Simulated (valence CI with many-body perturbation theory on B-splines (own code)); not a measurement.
# E1 line list for Tl LI

Level of theory: valence CI with perturbative core correlation (CI+MBPT): three valence electrons over a frozen Dirac-Fock core [Ar] 3d10, a basis of 11 s, 11 p, 9 d, 7 f, 5 g, 2 h, 1 i functions for each j, with the one-electron correlation potential Σ1, the two-electron term Σ2, the three-electron term Σ3, Breit, model QED; selected CI, second order for the rest (own B-spline code, finite nucleus).

No measured spectrum was set against this ion. As an estimate, large intervals hold to a few tenths of a per cent, small ones and those within an open d or f shell to about a per cent.

Lines 201 to 250 of 269 in falling wavelength, among levels below 788.47 eV, chosen from the strongest by gf and those to the six lowest levels. Wavelengths and rates use the calculated energies. Electric multipoles are in the length gauge, E1 and E2 with the static RPA response of the core. Weak lines are less certain than strong ones. Lines between different terms over intervals too small for the method are left out, as are lines whose strength nearly cancels.

Levels are named by their leading jj configuration (3d3/2^4 stands for four electrons in 3d with j = 3/2), which in mixed levels can hold well under half, so a name can repeat and another be missing. Letters in brackets count levels of one name in rising energy.

| λ vac (Å) | Upper | Lower | A (s⁻¹) | S (a.u.) |
| --- | --- | --- | --- | --- |
| 35.78 | (4s 4p3/2 4d3/2) J=1/2 [a] | (4s 4p1/2 4p3/2) J=3/2 [a] | 1.55e+12 | 7.01e-02 |
| 35.78 | (4s 4p1/2 4d3/2) J=3/2 [b] | (4s 4p1/2^2) J=1/2 | 2.38e+12 | 2.15e-01 |
| 35.77 | (4s 4p3/2 4d3/2) J=5/2 [a] | (4s 4p1/2 4p3/2) J=3/2 [a] | 7.65e+11 | 1.04e-01 |
| 35.55 | (4s 4p3/2 4d3/2) J=1/2 [b] | (4s 4p1/2 4p3/2) J=3/2 [b] | 1.07e+11 | 4.73e-03 |
| 35.38 | (4s 4p3/2 4d3/2) J=5/2 [b] | (4s 4p1/2 4p3/2) J=3/2 [b] | 1.33e+12 | 1.74e-01 |
| 35.06 | (4s 4p3/2 4d3/2) J=3/2 [b] | (4s 4p1/2 4p3/2) J=5/2 | 3.68e+09 | 3.13e-04 |
| 34.68 | (4s 4p3/2 4d5/2) J=5/2 [a] | (4s 4p1/2 4p3/2) J=3/2 [b] | 8.76e+09 | 1.08e-03 |
| 34.28 | (4s 4p3/2 4d5/2) J=3/2 [a] | (4s 4p1/2 4p3/2) J=1/2 | 1.51e+11 | 1.20e-02 |
| 34.12 | (4s 4p3/2 4d3/2) J=3/2 [b] | (4s 4p1/2 4p3/2) J=3/2 [a] | 7.94e+09 | 6.23e-04 |
| 34.07 | (4s 4p3/2 4d3/2) J=5/2 [b] | (4s 4p1/2 4p3/2) J=5/2 | 2.65e+10 | 3.11e-03 |
| 34.06 | (4s 4p3/2 4d5/2) J=3/2 [a] | (4s 4p1/2 4p3/2) J=3/2 [b] | 1.08e+11 | 8.41e-03 |
| 33.42 | (4s 4p3/2 4d5/2) J=5/2 [a] | (4s 4p1/2 4p3/2) J=5/2 | 1.80e+10 | 1.99e-03 |
| 33.33 | (4s 4p3/2 4d3/2) J=1/2 [b] | (4s 4p1/2 4p3/2) J=3/2 [a] | 1.94e+08 | 7.10e-06 |
| 33.18 | (4s 4p3/2 4d3/2) J=5/2 [b] | (4s 4p1/2 4p3/2) J=3/2 [a] | 2.17e+09 | 2.35e-04 |
| 32.84 | (4s 4p3/2 4d5/2) J=3/2 [a] | (4s 4p1/2 4p3/2) J=5/2 | 2.04e+08 | 1.43e-05 |
| 32.79 | (4s 4p3/2 4d5/2) J=7/2 [a] | (4s 4p1/2 4p3/2) J=5/2 | 1.57e+11 | 2.18e-02 |
| 32.78 | (4s 4p3/2 4d5/2) J=1/2 | (4s 4p1/2 4p3/2) J=3/2 [b] | 5.03e+10 | 1.75e-03 |
| 32.71 | (4s 4p1/2 4d5/2) J=3/2 | (4s 4p1/2^2) J=1/2 | 1.79e+11 | 1.23e-02 |
| 32.56 | (4s 4p3/2 4d5/2) J=5/2 [a] | (4s 4p1/2 4p3/2) J=3/2 [a] | 3.34e+08 | 3.42e-05 |
| 32.40 | (4s 4p3/2 4d5/2) J=3/2 [b] | (4s 4p1/2 4p3/2) J=3/2 [b] | 9.84e+07 | 6.61e-06 |
| 32.07 | (4s 4p3/2 4d5/2) J=5/2 [b] | (4s 4p1/2 4p3/2) J=3/2 [b] | 6.16e+09 | 6.02e-04 |
| 32.01 | (4s 4p3/2 4d5/2) J=3/2 [a] | (4s 4p1/2 4p3/2) J=3/2 [a] | 1.53e+10 | 9.89e-04 |
| 31.95 | (4s 4p3/2 4d5/2) J=7/2 [b] | (4s 4p1/2 4p3/2) J=5/2 | 9.66e+08 | 1.24e-04 |
| 31.30 | (4s 4p3/2 4d5/2) J=3/2 [b] | (4s 4p1/2 4p3/2) J=5/2 | 8.62e+09 | 5.22e-04 |
| 30.99 | (4s 4p3/2 4d5/2) J=5/2 [b] | (4s 4p1/2 4p3/2) J=5/2 | 2.00e+10 | 1.76e-03 |
| 30.88 | (4s 4p3/2 4d5/2) J=1/2 | (4s 4p1/2 4p3/2) J=3/2 [a] | 3.62e+09 | 1.05e-04 |
| 30.55 | (4s 4p3/2 4d5/2) J=3/2 [b] | (4s 4p1/2 4p3/2) J=3/2 [a] | 4.85e+09 | 2.73e-04 |
| 30.25 | (4s 4p3/2 4d5/2) J=5/2 [b] | (4s 4p1/2 4p3/2) J=3/2 [a] | 1.65e+10 | 1.35e-03 |
| 30.11 | (4p1/2^2 4d3/2) J=3/2 | (4s^2 4p3/2) J=3/2 | 3.75e+07 | 2.02e-06 |
| 28.29 | (4p1/2 4p3/2^2) J=3/2 | (4s 4p1/2^2) J=1/2 | 8.03e+09 | 3.59e-04 |
| 28.01 | (4p3/2^3) J=3/2 | (4s 4p1/2 4p3/2) J=3/2 [b] | 2.96e+08 | 1.29e-05 |
| 27.95 | (4s 4p3/2^2) J=1/2 | (4s^2 4p1/2) J=1/2 | 6.07e+09 | 1.31e-04 |
| 27.72 | (4p1/2 4p3/2^2) J=1/2 | (4s 4p1/2^2) J=1/2 | 5.05e+09 | 1.06e-04 |
| 27.71 | (4s 4p3/2^2) J=3/2 | (4s^2 4p1/2) J=1/2 | 8.55e+08 | 3.59e-05 |
| 27.42 | (4p1/2^2 4d5/2) J=5/2 | (4s^2 4p3/2) J=3/2 | 2.17e+07 | 1.32e-06 |
| 27.18 | (4p3/2^3) J=3/2 | (4s 4p1/2 4p3/2) J=5/2 | 3.79e+09 | 1.50e-04 |
| 26.61 | (4p3/2^3) J=3/2 | (4s 4p1/2 4p3/2) J=3/2 [a] | 1.27e+08 | 4.72e-06 |
| 25.31 | (4s 4p3/2 4d3/2) J=3/2 [a] | (4s 4p1/2^2) J=1/2 | 2.77e+08 | 8.85e-06 |
| 25.30 | (4s 4p3/2 4d3/2) J=1/2 [a] | (4s 4p1/2^2) J=1/2 | 7.51e+07 | 1.20e-06 |
| 24.46 | (4s 4p3/2 4d3/2) J=3/2 [b] | (4s 4p1/2^2) J=1/2 | 8.94e+07 | 2.58e-06 |
| 24.19 | (4s 4p1/2 4f5/2) J=5/2 [a] | (4s^2 4p3/2) J=3/2 | 2.82e+07 | 1.18e-06 |
| 24.05 | (4s 4p3/2 4d3/2) J=1/2 [b] | (4s 4p1/2^2) J=1/2 | 3.28e+07 | 4.51e-07 |
| 23.65 | (4s 4p1/2 4f5/2) J=5/2 [b] | (4s^2 4p3/2) J=3/2 | 2.67e+08 | 1.05e-05 |
| 23.61 | (4s 4p1/2 4f5/2) J=3/2 | (4s^2 4p3/2) J=3/2 | 5.39e+08 | 1.40e-05 |
| 23.36 | (4s 4p3/2 4d5/2) J=3/2 [a] | (4s 4p1/2^2) J=1/2 | 6.71e+08 | 1.69e-05 |
| 23.18 | (4s 4p1/2 4f7/2) J=5/2 | (4s^2 4p3/2) J=3/2 | 2.69e+08 | 9.93e-06 |
| 22.74 | (4s 4p3/2 4d5/2) J=1/2 | (4s 4p1/2^2) J=1/2 | 3.43e+09 | 3.99e-05 |
| 22.56 | (4s 4p3/2 4d5/2) J=3/2 [b] | (4s 4p1/2^2) J=1/2 | 1.39e+09 | 3.16e-05 |
| 22.14 | (4p1/2 4p3/2 4d3/2) J=5/2 [a] | (4s^2 4p3/2) J=3/2 | 2.30e+07 | 7.38e-07 |
| 22.05 | (4p1/2 4p3/2 4d3/2) J=3/2 [a] | (4s^2 4p3/2) J=3/2 | 3.73e+07 | 7.91e-07 |
